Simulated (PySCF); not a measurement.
NMR problem set

PySCF 2.14 calculation with PBE0/pcSseg-1 with gauge-including orbitals and geometry: GFN2-xTB; non-relativistic, no solvent model, single conformer, fast rotation and ring inversion assumed for equivalent nuclei.

Chemical shifts δ = σref − σ; $^{1}$H (σref 31.72), $^{13}$C (σref 186.93) vs TMS, all at this level. Where no couplings were computed, multiplicities follow the n + 1 count of equivalent neighbours, and m marks all less simple cases (inequivalent or close neighbours, rings, F or P nearby). Shifts are as computed. Against solution values, carbons near 30 ppm lie about +3 ppm off and those near 130 ppm about +5 ppm; carbons on Cl a further +6 ppm. Of 1211 compounds with measured shifts, 218 miss one by over three times the rms of a fit or turn the order of signals round; such compounds aren't used in these exercises. Carbons bonded to Cl come out too deshielded.

(1) C$_{5}$H$_{16}$O$_{2}$Si$_{2}$. $^{1}$H NMR (500 MHz, computed): δ 5.25 (m, 1H), 5.24 (m, 1H), 5.07 (q, 1H), 4.30 (m, 1H), 1.27 (d, 3H), 1.26 (d, 3H), 0.35 (m, 3H), 0.05 (d, 3H). $^{13}$C{$^{1}$H} NMR (computed): δ 67.2 (CH), 27.8 (CH3), 25.9 (CH3), 1.1 (CH3), 0.7 (CH3). Identify the compound.

(2) CH$_{9}$ClO$_{2}$Si$_{3}$. $^{1}$H NMR (400 MHz, computed): δ 5.24 (s, 3H), 5.02 (t, 2H), 4.89 (s, 2H), 3.27 (t, 2H). $^{13}$C{$^{1}$H} NMR (computed): δ 31.3 (CH2). What is it?

## Answers

(1) `C[SiH2]O[Si@@H](C)OC(C)C`. The formula gives 0 degrees of unsaturation. 5 carbon signals for 5 carbons: no two carbons are equivalent. Carbon types of the structure: 1 × CH, 4 × CH3, leaving 3 H on heteroatoms. δC 67.2: sp3 CH bonded to O; deshielded by the electronegative neighbour. δC 27.8, 25.9: methyl carbon; a saturated carbon with 1 carbon neighbour and no heteroatom attached. δC 1.1, 0.7: methyl carbon bonded to Si; an electropositive neighbour leaves it electron-rich and shielded. δH 0.35, 0.05: hydrogen on a methyl carbon bonded to Si; an electropositive neighbour shields it, as in TMS itself.

The data come from this structure; uniqueness wasn't tested.

(2) `O([SiH2]O[SiH3])[SiH2]CCl`. Rings plus π bonds: 0. Carbon types of the structure: 1 × CH2, leaving 7 H on heteroatoms. δC 31.3: sp3 CH2 bonded to Cl and Si; the inductive effect lowers its shielding. δH 5.02: hydrogen on a silicon bonded to C, O. δH 4.89: hydrogen on a silicon bonded to 2 O. δH 3.27: hydrogen on an sp3 CH2 bonded to Cl and Si; its carbon carries Cl, which withdraws density.

The shifts were computed for this structure.
